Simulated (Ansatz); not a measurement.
Molecule: sum formula SiBrF2 (charge -1, singlet). 
Coordinates optimised at B3LYP-D3(BJ)/def2-TZVP (Ansatz, a first-principles code):
```xyz
4

Si    -0.6402     0.7786     0.8391
Br     0.7930    -0.9780    -0.3155
F     -0.0741     2.0779    -0.0244
F     -2.0140     0.5144    -0.0539
```
Charge -1, spin multiplicity 1.

Basis-set convergence of Hartree-Fock and CCSD correlation energies (hartree) with Ansatz. Correlated levels leave the core frozen unless marked. No spin-orbit coupling. The frozen core is the preceding noble-gas configuration, with the filled d and f shells of earlier blocks. No relativistic terms.

```
basis        functions        E(HF)  E(corr, CCSD)
-----------  ---------  -----------  -------------
def2-SVPD          111  -3059.87573       -0.63801
def2-TZVPPD        185          ___            ___
```

What belongs in the gaps?


- def2-TZVPPD, E(HF): -3060.53659
- def2-TZVPPD, E(corr, CCSD): -0.80501
